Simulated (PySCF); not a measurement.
## Continuum solvent and chemical shifts

Atoms are numbered as in `[CH3:1][CH:2]([CH3:3])[O:4][C:5]([CH3:6])([CH3:7])[CH3:8]`. Each H is labelled by its parent atom.

GIAO PBE0/pcSseg-1 in PySCF 2.14 on one PBE0-D3(BJ)/def2-SVP conformer, non-relativistic, equivalent nuclei averaged. Solvents enter as an IEF-PCM continuum (benzene with ε = 2.3, chloroform with ε = 4.7) around the gas-phase geometry. Shifts are referred to TMS computed in the same medium.

Gas phase, δ in ppm: C5 71.3, C2 63.6, C6/C7/C8 28.8, C1/C3 26.1, H(C2) 3.40, H(C6)/H(C7)/H(C8) 1.10, H(C1)/H(C3) 1.05. Dipole moment 1.23 D.

**Question.** How does each δ change in the continuum?

**Answer.** 
| atoms | environment | Δδ, benzene | Δδ, chloroform |
| --- | --- | --- | --- |
| C5 | fully substituted sp3 carbon bonded to O | +0.7 | +1.1 |
| C2 | sp3 CH bonded to O | +0.4 | +0.6 |
| C6/C7/C8 | methyl carbon | +0.2 | +0.3 |
| C1/C3 | methyl carbon | +0.2 | +0.3 |
| H(C2) | hydrogen on an sp3 CH bonded to O | +0.08 | +0.14 |
| H(C6)/H(C7)/H(C8) | hydrogen on a methyl carbon | +0.01 | +0.02 |
| H(C1)/H(C3) | hydrogen on a methyl carbon | 0.00 | 0.00 |

Changes are relative to the gas phase. The dipole moment becomes 1.45 D in benzene, 1.63 D in chloroform.

**Question.** Which nuclei move most (in ppm), and what does the model miss?

**Answer.** C5 (fully substituted sp3 carbon bonded to O, +1.1 ppm) in chloroform. A continuum only polarises the solute; specific hydrogen bonds, the anisotropy of aromatic solvents and changes of geometry or conformer are outside it.
